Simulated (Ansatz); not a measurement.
CH₈N₂OSi₂, SMILES N[Si@]1(O)CN[SiH2]1.

The structure is a stationary point at B3LYP-D3(BJ)/def2-SVP. The structure was generated by enumeration; whether it is a known compound was not checked. The values are those of a single conformer.

Two levels are set side by side: PBE/def2-SVPD (Ansatz, a quantum-chemistry and plane-wave program) and ωB97X-V/def2-SVPD (Ansatz). Energy differences of separate SCF runs at the same geometry; the states with an electron removed or added have multiplicity 2 and 2. Differences are taken from unrounded values.

```csv
quantity,ωB97X-V
vertical ionisation energy (eV),8.69
vertical singlet–triplet gap (eV),5.37
```

Question: What does PBE give, and how far is it from ωB97X-V? (Estimate from the structure and the level; the computed values follow.)

Answer: 
```tsv
quantity	PBE	PBE minus ωB97X-V
vertical ionisation energy (eV)	8.15	-0.54
vertical singlet–triplet gap (eV)	4.55	-0.81
```
